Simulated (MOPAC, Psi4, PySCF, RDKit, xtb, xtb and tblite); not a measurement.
Two geometries of C₇H₁₀, SMILES C#C/C=C\C(C)C, relaxed at GFN2-xTB with one dihedral held; other torsions can differ between them too.

Structure A

```
17

C      3.3846    -0.9014    -0.2476
C      2.5172    -0.0739    -0.3336
C      1.6011     0.9924    -0.4346
C      0.2818     0.9522    -0.2506
C     -0.5781    -0.2260     0.1101
C     -0.6744    -0.3206     1.6382
C     -0.1035    -1.5523    -0.4780
H      4.1054    -1.6597    -0.1703
H      2.0703     1.9408    -0.6753
H     -0.2584     1.8871    -0.3369
H     -1.5841    -0.0233    -0.2786
H     -1.0519     0.6092     2.0586
H      0.3090    -0.5171     2.0603
H     -1.3444    -1.1280     1.9249
H     -0.8559    -2.3199    -0.3081
H      0.0589    -1.4590    -1.5495
H      0.8258    -1.8699    -0.0157
```

Structure B

```
17

C      3.1227    -1.0741    -0.3394
C      2.4101    -0.1070    -0.3285
C      1.6044     1.0509    -0.3227
C      0.2850     1.0430    -0.1430
C     -0.5438    -0.1834     0.0813
C     -1.5895    -0.3127    -1.0287
C     -1.2255    -0.1038     1.4494
H      3.7392    -1.9228    -0.3472
H      2.1389     1.9804    -0.4786
H     -0.2584     1.9789    -0.1527
H      0.1098    -1.0615     0.0597
H     -1.1054    -0.3803    -2.0005
H     -2.2511     0.5515    -1.0310
H     -2.1909    -1.2065    -0.8791
H     -1.8258    -0.9936     1.6249
H     -0.4823    -0.0264     2.2400
H     -1.8766     0.7669     1.5002
```

### Question
Which is lower in energy at the level PBE0-D3(BJ)/def2-SVP // GFN2-xTB (Psi4), and by how much?

### Answer
B is lower, by 2.96 kcal/mol (dihedral C3–C4–C5–C6: 90° in A, -120° in B).

E(B) − E(A) in kcal/mol at the other levels, on the same two geometries: GFN2-xTB (xtb and tblite) -2.36; MMFF94 // GFN2-xTB (RDKit) -4.07; PBE0/def2-SVP // GFN2-xTB (Psi4) -3.42; PBE/def2-SVP // GFN2-xTB (Psi4) -3.27; PBE-D3(BJ)/def2-SVP // GFN2-xTB (Psi4) -2.77; UFF // GFN2-xTB (RDKit) -6.19; PM3, restricted, heats of formation // GFN2-xTB (MOPAC) -3.19; AM1, restricted, heats of formation // GFN2-xTB (MOPAC) -3.02; GFN1-xTB // GFN2-xTB (xtb) -1.64; restricted B3LYP/6-31G*, spherical d, density fitting // GFN2-xTB (PySCF) -3.72; restricted B3LYP/3-21G // GFN2-xTB (PySCF) -3.81; restricted Hartree-Fock/LANL2DZ // GFN2-xTB (PySCF) -4.93; restricted MP2 (frozen core)/6-31G*, spherical d // GFN2-xTB (PySCF) -3.42.
